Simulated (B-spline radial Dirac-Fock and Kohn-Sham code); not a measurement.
**Auger decay of the 3d5/2 hole in Nb³⁺**

System: Nb³⁺ in the configuration 1s2 2s2 2p6 3s2 3p6 3d10 4s2 4p6 4d2, inside a Watson sphere of charge -3 and radius 1.8 Å (a model of the Madelung potential; inside it an electron's potential energy is raised by 24.0 eV).

Input file task.json (cfg lists n, l and occupation; rrms is the nuclear radius in fm):

```json
{"items": [{
  "Z": 41,
  "q": 3,
  "cfg": [[1, 0, 2], [2, 0, 2], [2, 1, 6], [3, 0, 2], [3, 1, 6], [3, 2, 10], [4, 0, 2], [4, 1, 6], [4, 2, 2]],
  "A": 93,
  "rrms": 4.324,
  "watson": [-3, 1.8],
  "do": ["binding", "quiet", "decay"],
  "holes": ["K", "L1", "L2", "L3", "M1", "M2", "M3", "M4", "M5", "N1", "N2", "N3"]
}]}
```

Command: `python xray_run.py task.json out`

These are calculated numbers from an atomic code on a B-spline grid; the model is one-electron (LDA, Dirac) transition rates at Dirac-Fock energies. Kinetic energies are configuration averages from the vacuum level; the two-hole energies are estimated from single-hole states.

```csv
transition,kinetic energy (eV),width (meV),share (%)
M5-N1N1,46.80,3.71,3.9
M5-N1N2,77.97,9.09,9.6
M5-N1N3,80.30,22.4,23.7
M5-N2N3,107.7,6.76,7.2
M5-N3N3,109.7,3.42,3.6
M5-N1N5,116.5,13.2,13.9
M5-N2N5,144.9,10.4,11.0
M5-N3N5,147.6,18.2,19.3
M5-N4N5,183.6,1.87,2.0
M5-N5N5,183.8,2.20,2.3
```

The listed channels hold 97 % of the non-radiative rate. Summed by principal shells, of 0.0945 eV in all: MNN 100.0 %.
